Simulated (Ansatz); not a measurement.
```yaml
crystal:
  periodic: [false, false, false]
  atoms:
    - {symbol: O, position_ang: [-2.875043, -0.029683, -1.793058]}
    - {symbol: Xx, position_ang: [-2.100318, -0.675744, -0.923859]}
    - {symbol: N, position_ang: [-1.026478, -0.887093, -0.387871]}
    - {symbol: Si, position_ang: [0.035470, -0.951069, 0.848301]}
    - {symbol: N, position_ang: [1.075517, 0.985064, 0.573992]}
    - {symbol: C, position_ang: [0.913811, 1.998961, 0.625818]}
    - {symbol: O, position_ang: [1.670933, 2.771789, 0.122551]}
    - {symbol: H, position_ang: [1.394530, -1.740288, 0.281930]}
    - {symbol: H, position_ang: [-0.309044, -1.174810, 1.723583]}
basis:
  gaussian: {orbitals: def2-TZVPD}
hamiltonian: {xc: {name: wB97X}}
accuracy: high
output: {forces: true}
```

```sh
$ ansatz run in.yaml --threads 4 --pin off --events-out ev --progress --plain --max-ram 10444MiB
```

It prints (some lines left out):

```
Error: YAML parse error: error: line 5 column 16: `Xx` is not an element symbol (H … Og, case-exact)
 --> <input>:5:16
3 |   atoms:
4 |     - {symbol: O, position_ang: [-2.875043, -0.029683, -1.793058]}
5 |     - {symbol: Xx, position_ang: [-2.100318, -0.675744, -0.923859]}
6 |     - {symbol: N, position_ang: [-1.026478, -0.887093, -0.387871]}
7 |     - {symbol: Si, position_ang: [0.035470, -0.951069, 0.848301]}
```

(1) Something in this input is off. What?

Results:

(1) An element symbol is wrong. The program refused the input.
